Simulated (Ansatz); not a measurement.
Calculated with Ansatz (gas phase, PBE0-D4/def2-TZVP geometries, no zero-point term in ΔE). CBS: MP2 limit from def2 TZ/QZ plus the TZ coupled-cluster correction, frozen cores. DFT in def2-TZVPP. For Br, Ga outer-core shells are correlated without core-valence functions, which leaves a few kJ/mol of doubt a bond. Scalar relativity is left out up to krypton. One conformer a species, not always the lowest.

`[Br][GaH][Br]` + `CNC` → `C[N](C)[GaH][Br]` + HBr  (ligand exchange at a Ga–Br bond)

Question: Is it downhill or uphill in electronic energy at CCSD(T)/CBS, and by how much? (An estimate is asked.)

Answer: The calculation gave: Uphill: ΔE = +71.3 kJ/mol.

Question: What do these levels give: r2SCAN-D4, r2SCANh, SCS-MP2/def2-TZVPP, HF/CBS(def2), MP2/CBS(def2), CCSD/CBS(def2)? (Best estimate.)

Answer: The calculation gave: r2SCAN-D4 79.3, r2SCANh 83.7, SCS-MP2/def2-TZVPP 72.4, HF/CBS(def2) 107.0, MP2/CBS(def2) 70.3, CCSD/CBS(def2) 75.9 kJ/mol.

Largest T1 diagnostic among the species: 0.012.

Leaving LDA and LC-ωPBE aside and taking each functional with its dispersion term where it has one, the values, not all of them listed here, spread over 15.9 kJ/mol, from BLYP-D4 to BHLYP-D4. LDA lies −18.5 kJ/mol from PBE without D4. In def2-TZVPP, CCSD(T) changes the Hartree–Fock value by −38.3 kJ/mol (the triples alone add −4.7 kJ/mol) and MP2 by −39.3 kJ/mol.
